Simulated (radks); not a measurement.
Values are calculated unless marked as measured or tabulated.
Question: The mean radii <r> (bohr) of the occupied orbitals of an atom or ion are listed with their occupations. Code: a radial shooting solver on a logarithmic mesh with Libxc functionals. Model: scalar-relativistic Kohn-Sham, PBE, spin-polarised, spherical densities, finite nucleus; Fermi nuclear charge, rms radius of each element as measured or else 0.836 A^(1/3) + 0.57 fm.

| orbital | occ. | <r> |
|---|---|---|
| 1s | 2 | 0.09095 |
| 2s | 2 | 0.4417 |
| 2p | 6 | 0.4033 |
| 3s | 2 | 1.310 |

Name the element and its charge. Open shells, if any, are filled with parallel spins first.

Answer: Z = 17, chlorine, charge +5: Cl5+ in [Ne] 3s2. The 1s radius gives Z: for a bare nucleus <r> = (2 gamma + 1)/(2Z) with gamma = sqrt(1 - (Z/c)^2), 0.08778 bohr for Z = 17, and screening makes it slightly larger (0.09095 here). The occupations add up to 12, and the charge is Z minus that.
